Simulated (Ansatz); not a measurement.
The lowest singlet and triplet of BH (SMILES [BH]); geometries from B3LYP-D3(BJ)/def2-TZVP, each state relaxed from the structure named, with no frequency check.
Singlet at the triplet's geometry (charge 0, multiplicity 1):
```xyz
2

B      0.00000     0.00000    -0.19866
H      0.00000     0.00000     0.99332
```

| level | gap E(singlet) − E(triplet), vertical, at the triplet's geometry (eV) | minus FCI/cc-pVQZ | cost |
|---|---|---|---|
| R-HF/cc-pVDZ | -0.348 | 0.959 | - |
| U-HF/cc-pVTZ (spin-contaminated) | -0.539 | 0.768 | - |
| U-HF/cc-pVQZ (spin-contaminated) | -0.540 | 0.767 | - |
| U-SVWN5/def2-TZVPP | -0.955 | 0.352 | ×1 |
| R-B3LYP/def2-TZVPP | -1.109 | 0.198 | ×0.8 |
| U-B3LYP/def2-TZVPP | -1.112 | 0.195 | ×2 |
| U-PBE0/def2-TZVPP (spin-contaminated) | -0.901 | 0.406 | ×2 |
| U-BHLYP/def2-TZVPP (spin-contaminated) | -1.104 | 0.203 | ×2 |
| R-wB97X-V/def2-TZVPP | -1.203 | 0.104 | ×2 |
| U-wB97M-V/def2-TZVPP | -1.327 | -0.020 | ×3 |
| U-B2PLYP/def2-TZVPP (spin-contaminated) | -1.089 | 0.218 | ×2 |
| U-MP2/cc-pVDZ (spin-contaminated) | -0.771 | 0.536 | - |
| R-MP2/cc-pVTZ | -0.980 | 0.327 | - |
| U-MP2/cc-pVTZ (spin-contaminated) | -0.818 | 0.489 | - |
| R-MP2/cc-pVQZ | -1.013 | 0.294 | - |
| U-MP2/cc-pVQZ (spin-contaminated) | -0.836 | 0.471 | - |
| R-SCS-MP2/cc-pVDZ | -1.092 | 0.215 | - |
| U-SCS-MP2/cc-pVDZ (spin-contaminated) | -0.908 | 0.399 | - |
| R-SCS-MP2/cc-pVTZ | -1.222 | 0.085 | - |
| U-SCS-MP2/cc-pVTZ (spin-contaminated) | -0.991 | 0.316 | - |
| R-CCSD/cc-pVTZ | -1.280 | 0.027 | - |
| U-CCSD/cc-pVTZ (spin-contaminated) | -1.274 | 0.033 | - |
| R-CCSD/cc-pVQZ | -1.287 | 0.020 | - |
| U-CCSD/cc-pVQZ (spin-contaminated) | -1.281 | 0.026 | - |
| R-CCSD(T)/cc-pVDZ | -1.256 | 0.051 | ×0.8 |
| R-CCSD(T)/cc-pVTZ | -1.297 | 0.010 | ×2 |
| U-CCSD(T)/cc-pVTZ (spin-contaminated) | -1.293 | 0.014 | ×3 |
| R-CCSDT/cc-pVDZ | -1.258 | 0.049 | - |
| R-CCSDT/cc-pVTZ | -1.297 | 0.010 | - |
| R-CCSDT/cc-pVQZ | -1.304 | 0.003 | - |
| R-CCSDT(Q)/cc-pVTZ | -1.298 | 0.009 | ×10 |
| R-CCSDT(Q)/cc-pVQZ | -1.306 | 0.001 | ×80 |
| SA-CASSCF(4,5)/cc-pVDZ | -1.247 | 0.060 | - |
| SA-CASSCF(4,5)/cc-pVTZ | -1.306 | 0.001 | - |
| SA-CASSCF(4,5)/cc-pVQZ | -1.312 | -0.005 | - |
| SC-NEVPT2 on SA-CASSCF(4,5)/cc-pVDZ | -1.249 | 0.058 | - |
| SC-NEVPT2 on SA-CASSCF(4,5)/cc-pVTZ | -1.310 | -0.002 | - |
| SC-NEVPT2 on SA-CASSCF(4,5)/cc-pVQZ | -1.326 | -0.019 | - |
| FIC-MRCISD+Q on SA-CASSCF(4,5)/cc-pVQZ | -1.309 | -0.002 | - |
| FCI/cc-pVQZ | -1.307 | 0.000 | ×100 |

 Full CI is exact for the correlated electrons in its own basis alone.

The rows run from -1.327 (U-wB97M-V/def2-TZVPP) to -0.348 eV (R-HF/cc-pVDZ). In cc-pVTZ (spin-contaminated) the value moves U-HF -0.539, U-MP2 -0.818, U-CCSD -1.274, U-CCSD(T) -1.293, a shift of -0.754 from U-HF to U-CCSD(T). From cc-pVDZ (spin-contaminated) to cc-pVQZ (spin-contaminated) U-MP2 changes by -0.065. The 3 U-functionals in def2-TZVPP without D3 or D4 span 0.373, from U-wB97M-V to U-SVWN5.

A positive gap puts the triplet lower; no zero-point energy. R- takes a restricted singlet. U- takes an unrestricted singlet (broken symmetry where lower, unprojected). The triplet is unrestricted in single-reference levels. Active spaces average the two states.

Cores are frozen in the correlated methods.

Doubts at one or more of the structures used: a restricted determinant that unrestricted orbitals would lower (R-HF/cc-pVDZ, R-MP2/cc-pVTZ, R-MP2/cc-pVQZ, R-SCS-MP2/cc-pVDZ, R-SCS-MP2/cc-pVTZ, R-CCSD/cc-pVTZ, R-CCSD/cc-pVQZ, R-CCSD(T)/cc-pVDZ, R-CCSD(T)/cc-pVTZ, R-CCSDT/cc-pVDZ, R-CCSDT/cc-pVTZ, R-CCSDT/cc-pVQZ, R-CCSDT(Q)/cc-pVTZ, R-CCSDT(Q)/cc-pVQZ); T1 above 0.05 (U-CCSD/cc-pVTZ (spin-contaminated), U-CCSD/cc-pVQZ (spin-contaminated), U-CCSD(T)/cc-pVTZ (spin-contaminated)).

Programs: Ansatz (a program for electronic structure). Each number belongs to the level named beside it.

Costs are rough ratios of core time to R-PBE/def2-TZVPP (about 0.6 s over the structures, on one shared machine); a dash marks a level with no comparable run of its own.
